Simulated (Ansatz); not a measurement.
Basis-set series for `[OH][Al]([OH])[Br]`. Charge 0, multiplicity 1. The geometry is a stationary point of PBE0-D4/def2-TZVP. It is one conformer, not always the lowest.

Z-matrix (Å, degrees):
```
Al
O 1 1.680
Br 1 2.252 2 120.9
O 1 1.680 2 118.2 3 180.0
H 2 0.956 1 122.6 3 0.0
H 4 0.956 1 122.6 2 180.0
```

```
functional       basis  functions  energy (Eh)  HOMO (eV)  LUMO (eV)
   PBE0-D4    def2-SVP         88  -2967.33970      -8.51      -0.57
   PBE0-D4  def2-TZVPP        180  -2967.93697      -8.67      -0.81
   ωB97M-V    def2-SVP         88  -2967.70976     -10.72       1.08
   ωB97M-V  def2-TZVPP        180  -2968.30854     -10.91       0.82
```

(1) Give the rows for def2-QZVPP. (Estimate.)

Results:

(1) Computed: 
```
functional       basis  functions  energy (Eh)  HOMO (eV)  LUMO (eV)
   PBE0-D4  def2-QZVPP        333  -2968.00674      -8.70      -1.00
   ωB97M-V  def2-QZVPP        333  -2968.37550     -10.95       0.43
```

Positive LUMOs are unbound and depend on the basis. Scalar relativity is left out up to krypton.
